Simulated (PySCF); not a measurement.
**Basis-set dependence of BeF at PBE**

PySCF, UKS reference; doublet, unpaired electrons σ ↑; De to Be + F without counterpoise correction.

```tsv
basis	relativity	functions	Re (Å)	ωe (cm⁻¹)	De (eV)	μ (D)
STO-3G	no relativity	10	1.336	1403	7.08	0.52
pcseg-1	no relativity	23	1.400	1186	6.06	-1.17
x2c-TZVPPall	spin-free X2C	50	1.382	1195	6.18	-1.11
```

(1) How does each smaller set differ from the one with most functions, x2c-TZVPPall?

A positive dipole means Be(−)F(+). STO-3G is very small, so such numbers show the basis as much as the molecule. The state is the lowest determinant that a PBE0 search found; another state may lie lower at other levels.

Answers

(1) STO-3G: -4.6 pm, +17.4 % in ωe, +0.90 eV in De; pcseg-1: +1.8 pm, -0.8 % in ωe, -0.12 eV in De. All at PBE; the set with most functions is neither the basis-set limit nor always the best. The rows treat relativity differently, so the differences are not basis effects alone.
